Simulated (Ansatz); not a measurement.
Basis-set extrapolation for C3H8BN, SMILES `BNCC=C` (PBE0-D4/def2-TZVP geometry, frozen core, the Gaussian-basis code of Ansatz). Multiplicity 1, RHF reference.

```csv
,def2-TZVPP,def2-QZVPP
HF,-197.476523,-197.485913
MP2 correlation,-0.811485,-0.864113
CCSD(T) correlation,-0.894731,not run
```

Energies in hartree. Use E(X) = E(∞) + A·exp(−7.88·√X) for Hartree–Fock and E(X) = E(∞) + B·X^(−2.97) for correlation, with X = 3 and 4, and add CCSD(T) minus MP2 of the smaller set to the MP2 limit.

Q: What is the CCSD(T) energy at the basis-set limit?

A: HF limit: -197.485913 + (-0.009390) × 0.13774 = -197.48721. MP2 limit: -0.864113 + (-0.052628) × 0.74074 = -0.90310. Higher-order term: -0.894731 − (-0.811485) = -0.08325. Total: -198.47356 hartree, 268.6 kJ/mol below CCSD(T)/def2-TZVPP.
